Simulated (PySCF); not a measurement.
Isomers of C6H15NSi, mass 129.097 u with the commonest isotopes. Level of theory: PBE0-D3(BJ)/def2-SVP geometry optimisation, gas phase (PySCF). One conformer each, none proved a minimum here; rigid rotors.

**Question.** Order these by radius of gyration √(Σ m r²/M), smallest first.
A. `[CH3:1]/[N:2]=[CH:3]\[SiH2:4][C:5]([CH3:6])([CH3:7])[CH3:8]` with N2–C3–Si4–C5 179°
B. `[CH3:1][CH:2]([CH3:3])[C@@H:4]1[CH2:5][NH:6][SiH2:7][CH2:8]1` with C1–C2–C4–C5 -54°, C2–C4–C5–N6 -166°, C4–C5–N6–Si7 26°, C5–N6–Si7–C8 -4°, N6–Si7–C8–C4 -18°
C. SiHMe2(pyrrolidide) (`C1N([SiH](C)C)CCC1`)

**Answer.** C (2.155 Å), B (2.194 Å), A (2.323 Å).

**Question.** Order these by rotational constant B, largest first.
A. `N1(CCCC1)[SiH](C)C` (SiHMe2(pyrrolidide))
B. `[CH3:1]/[N:2]=[CH:3]\[SiH2:4][C:5]([CH3:6])([CH3:7])[CH3:8]` with N2–C3–Si4–C5 179°
C. `[CH3:1][CH:2]([CH3:3])[C@@H:4]1[CH2:5][NH:6][SiH2:7][CH2:8]1` with C1–C2–C4–C5 -54°, C2–C4–C5–N6 -166°, C4–C5–N6–Si7 26°, C5–N6–Si7–C8 -4°, N6–Si7–C8–C4 -18°

**Answer.** A (1109 MHz), C (1040 MHz), B (836.3 MHz).

**Question.** Order these by dipole moment, smallest first.
A. `[CH3:1][CH:2]([CH3:3])[C@@H:4]1[CH2:5][NH:6][SiH2:7][CH2:8]1` with C1–C2–C4–C5 -54°, C2–C4–C5–N6 -166°, C4–C5–N6–Si7 26°, C5–N6–Si7–C8 -4°, N6–Si7–C8–C4 -18°
B. `[CH3:1]/[N:2]=[CH:3]\[SiH2:4][C:5]([CH3:6])([CH3:7])[CH3:8]` with N2–C3–Si4–C5 179°
C. `C[SiH](C)N1CCCC1` (SiHMe2(pyrrolidide))

**Answer.** C (0.84 D), A (0.98 D), B (1.38 D).

| SMILES | point group | Ia (u·Å²) | Ib (u·Å²) | Ic (u·Å²) | κ | μa (D) | μb (D) | μc (D) |
| --- | --- | --- | --- | --- | --- | --- | --- | --- |
| C/N=C\[SiH2]C(C)(C)C | – | 152.54 | 604.31 | 636.39 | -0.97 | 1.12 | 0.80 | 0.01 |
| [H][Si](C)(C)N1CCCC1 | C1 | 169.00 | 455.57 | 574.87 | -0.78 | 0.64 | 0.05 | 0.55 |
| CC(C)[C@@H]1CN[SiH2]C1 | C1 | 152.17 | 485.95 | 605.14 | -0.84 | 0.63 | 0.71 | 0.24 |
